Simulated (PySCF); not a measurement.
C₂H₄Cl₂Si₂, SMILES C(#C[SiH2]Cl)[SiH2]Cl, PBE0/def2-SVP optimised geometry.

```
10

Si    -0.82     2.30     0.00
Cl    -2.88     2.30    -0.04
C     -0.21     0.57     0.00
C      0.21    -0.58     0.00
Si     0.81    -2.31     0.00
Cl     2.88    -2.31     0.00
H     -0.31     3.00    -1.21
H     -0.36     2.98     1.24
H      0.34    -3.00    -1.23
H      0.34    -3.00     1.23
```

Density from PySCF 2.14.0 with PBE0/def2-TZVP at that geometry.

Minimum of the electron density along straight lines between bonded atoms, close to the bond critical point (lines longer than 1.1 times the sum of covalent radii, or with two minima, are not listed):

| bond | length / Å | ρ at the minimum / e bohr⁻³ | ∇²ρ there / e bohr⁻⁵ | position (fraction from the first atom) |
|---|---|---|---|---|
| Si1–Cl2 | 2.064 | 0.098 | 0.22 | 0.36 |
| Si1–C3 | 1.833 | 0.120 | 0.31 | 0.39 |
| C3–C4 | 1.225 | 0.413 | -1.26 | 0.50 |
| C4–Si5 | 1.833 | 0.120 | 0.31 | 0.61 |
| Si5–Cl6 | 2.064 | 0.098 | 0.22 | 0.36 |
| Si1–H7 | 1.486 | 0.125 | 0.14 | 0.49 |
| Si1–H8 | 1.486 | 0.125 | 0.14 | 0.49 |
| Si5–H9 | 1.486 | 0.125 | 0.14 | 0.49 |
| Si5–H10 | 1.486 | 0.125 | 0.14 | 0.49 |
